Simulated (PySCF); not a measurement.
Job file and geometry (Å, from GFN2-xTB) of an NMR shielding run on SMILES C[C@@H]([SiH2][SiH2]O)S(C)(=O)=O, C₃H₁₂O₃SSi₂, PySCF, GIAO PBE0/pcSseg-1 NMR shielding, non-relativistic, gas phase; density fitting, a coarse starting grid and PySCF grid level 2 are the driver's defaults:

```
$ OMP_NUM_THREADS=1 python probes_run.py task.json out

{"job": {"kind": "nmr", "xc": "PBE0", "basis": "pcSseg-1"}, "charge": 0, "multiplicity": 1}
C     -0.665209     0.546668    -1.772352
C     -0.786898    -0.370621    -0.578432
Si     0.526790    -1.778786    -0.436079
Si     2.629557    -1.013060     0.158070
O      2.751707     0.592213     0.069383
S     -0.538627     0.551194     0.931779
C     -2.134614     1.286802     1.411660
O      0.380192     1.650934     0.709077
O     -0.152813    -0.382967     1.959965
H     -0.757587    -0.023226    -2.694708
H      0.304980     1.037720    -1.763908
H     -1.434098     1.319643    -1.767320
H     -1.797098    -0.764178    -0.483452
H      0.377165    -2.378854    -1.782291
H     -0.119355    -2.756063     0.448096
H      2.994391    -1.506444     1.491014
H      3.645612    -1.436037    -0.809957
H      2.036079     1.161936     0.390353
H     -2.478051     1.913408     0.598541
H     -1.960224     1.881651     2.299290
H     -2.830819     0.485013     1.620802
```

Q: Write the output of this run.

A: 
```
coarse grid: 18832 points
cycle   1  E = -1323.1312979689  dE =  1.703e+00  |g| = 1.306e+00  |ddm| = 4.231e+00
cycle   2  E = -1322.4062837831  dE =  7.250e-01  |g| = 2.359e+00  |ddm| = 3.317e+00
cycle   3  E = -1323.4313952539  dE = -1.025e+00  |g| = 2.001e-01  |ddm| = 2.473e+00
cycle   4  E = -1323.4391218762  dE = -7.727e-03  |g| = 9.740e-02  |ddm| = 2.734e-01
cycle   5  E = -1323.4412278352  dE = -2.106e-03  |g| = 3.019e-02  |ddm| = 1.058e-01
cycle   6  E = -1323.4414032231  dE = -1.754e-04  |g| = 8.444e-03  |ddm| = 3.323e-02
cycle   7  E = -1323.4414150733  dE = -1.185e-05  |g| = 2.773e-03  |ddm| = 8.098e-03
cycle   8  E = -1323.4414163689  dE = -1.296e-06  |g| = 9.336e-04  |ddm| = 2.777e-03
final grid: 167312 points
cycle   9  E = -1323.5261539072  dE = -3.372e-05  |g| = 1.237e-02  |ddm| = 2.971e-02
cycle  10  E = -1323.5261120980  dE =  4.181e-05  |g| = 1.891e-02  |ddm| = 2.588e-02
cycle  11  E = -1323.5261838508  dE = -7.175e-05  |g| = 2.419e-03  |ddm| = 1.750e-02
cycle  12  E = -1323.5261849263  dE = -1.075e-06  |g| = 3.567e-04  |ddm| = 2.097e-03
cycle  13  E = -1323.5261849447  dE = -1.834e-08  |g| = 2.059e-04  |ddm| = 4.962e-04
cycle  14  E = -1323.5261849520  dE = -7.373e-09  |g| = 5.193e-05  |ddm| = 2.023e-04
cycle  15  E = -1323.5261849525  dE = -4.939e-10  |g| = 1.868e-05  |ddm| = 6.258e-05
converged SCF energy = -1323.5261849525

GIAO shielding tensors (ppm)
atom      isotropic    diamagn.    paramagn.     s11        s22        s33       span
  0 C      171.815     249.791     -77.976    159.421    171.310    184.715     25.294
  1 C      130.309     265.906    -135.597     87.775    124.769    178.384     90.610
  2 Si     433.678     882.934    -449.257    414.297    423.121    463.615     49.319
  3 Si     388.463     879.049    -490.586    344.166    349.121    472.100    127.934
  4 O      326.602     394.228     -67.625    269.760    323.281    386.766    117.006
  5 S      185.622    1056.730    -871.109     46.428    199.140    311.297    264.869
  6 C      140.775     255.733    -114.957    107.397    124.820    190.109     82.711
  7 O      133.104     404.320    -271.217     72.747    117.281    209.283    136.536
  8 O      108.843     403.945    -295.103     48.067    106.149    172.312    124.244
  9 H       30.194      30.942      -0.749     25.014     27.958     37.609     12.594
 10 H       29.877      32.695      -2.819     25.594     29.896     34.139      8.546
 11 H       30.463      31.578      -1.115     25.442     28.503     37.443     12.001
 12 H       28.721      36.232      -7.511     27.188     27.309     31.667      4.479
 13 H       28.040      30.953      -2.913     24.435     26.006     33.679      9.244
 14 H       27.712      31.173      -3.461     23.866     25.948     33.322      9.456
 15 H       26.179      28.573      -2.394     22.889     24.037     31.610      8.722
 16 H       26.403      28.216      -1.813     23.015     24.530     31.663      8.647
 17 H       26.946      33.335      -6.389     13.573     20.423     46.842     33.268
 18 H       28.870      31.025      -2.155     25.086     27.718     33.807      8.721
 19 H       28.707      28.128       0.579     25.527     26.399     34.196      8.668
 20 H       29.394      30.607      -1.213     25.893     27.361     34.929      9.037
```

Q: Turn these shieldings into chemical shifts. Chemical shifts δ = σref − σ; ¹³C (σref 186.93), ²⁹Si (σref 349.16), ¹H (σref 31.72) against TMS; ¹⁷O (σref 336.08) vs H2O; ³³S (σref 503.73) against CS2, all at this level.

A: Averaging equivalent atoms: C 1: 56.6; C 6: 46.1; C 0: 15.1; Si 3: -39.3; Si 2: -84.5; O 8: 227.2; O 7: 203.0; O 4: 9.5; S 5: 318; H 15: 5.54; H 16: 5.31; H 17: 4.77; H 14: 4.00; H 13: 3.68; H 12: 3.00; H 18/19/20: 2.73; H 9/10/11: 1.54 ppm. Experimental scales use liquid or dissolved standards, which lie at an offset from isolated H2O (liquid H2O: subtract about 36 ppm).

Size and cost of the density-fitted run: 234 basis functions, 100 s wall time on 1 thread of an Arm Neoverse N1, shared host; peak memory 1.2 GiB.
